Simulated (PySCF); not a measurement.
Compound: C6H10OSi.
InChI=1S/C6H10OSi/c1-6(5-7)3-4-8-2/h7H,1,5,8H2,2H3

Theory: TDDFT CAM-B3LYP/def2-SVPD, vertical, gas phase, core orbitals frozen in the response in PySCF 2.14.0, density-fitted response routines. Isolated species at its GFN2-xTB geometry (one conformer only). Torsions of this conformer, `[CH2:1]=[C:2]([C:3]#[C:4][SiH2:5][CH3:6])[CH2:7][OH:8]`: C1–C2–C7–O8 128°, H–O8–C7–C2 50°.

Problem. Predict the UV-vis stick spectrum at this level.

Solution. 

| state | E (eV) | λ (nm) | ν̃ (cm⁻¹) | f | \|μ\| (D) | main configurations (H = HOMO, L = LUMO) |
| --- | --- | --- | --- | --- | --- | --- |
| S1 | 5.34 | 232.3 | 43040 | 0.023 | 1.06 | H-1→L (64%), H-2→L (15%), H→L (10%) |
| S2 | 5.48 | 226.2 | 44200 | 0.266 | 3.58 | H→L (71%), H-1→L (9%) |
| S3 | 5.75 | 215.4 | 46420 | 0.0015 | 0.26 | H→L+1 (55%), H→L+4 (13%), H→L+2 (13%) |
| S4 | 6.37 | 194.7 | 51360 | 0.0007 | 0.17 | H-2→L (74%), H-1→L (18%) |
| S5 | 6.82 | 181.9 | 54980 | 0.0069 | 0.52 | H→L+2 (75%), H→L+1 (13%) |
| S6 | 7.07 | 175.5 | 56990 | 0.480 | 4.23 | H-1→L+1 (30%), H-3→L (27%), H→L (13%) |
| S7 | 7.40 | 167.6 | 59660 | 0.0032 | 0.34 | H-1→L+2 (51%) |
| S8 | 7.49 | 165.6 | 60380 | 0.018 | 0.79 | H→L+3 (75%) |

Triplets, Tamm–Dancoff:

```
state  E (eV)  λ (nm)   main configurations (H = HOMO, L = LUMO)
   T1    3.44   360.2                                  H→L (91%)
   T2    4.99   248.3       H-1→L (56%), H-2→L (15%), H→L+1 (9%)
   T3    5.26   235.7  H-1→L+1 (24%), H-3→L (12%), H-2→L+1 (12%)
```

The lowest singlet comes at 232 nm (515 kJ/mol) in the ultraviolet; it is weak; its leading configuration is HOMO-1→LUMO (64%). The strongest level in the table is S6 at 7.07 eV (175 nm, f = 0.480). Löwdin shares by element: HOMO carbon 84% or more (atoms not listed hold the other 16%); LUMO carbon 75% or more (atoms not listed hold the other 25%). The listed states span 2.15 eV, and the widest gap between neighbours is 0.61 eV (S3 to S4). Orbital energies (eV): HOMO-3 -10.65, HOMO-2 -9.73, HOMO-1 -9.34, HOMO -8.50, LUMO -0.16, LUMO+1 0.84, LUMO+2 1.11. Of the 8 states listed, 4 reach f = 0.01 and none stays under 0.0005. Singlets were solved by full linear response, triplets in the Tamm–Dancoff approximation.
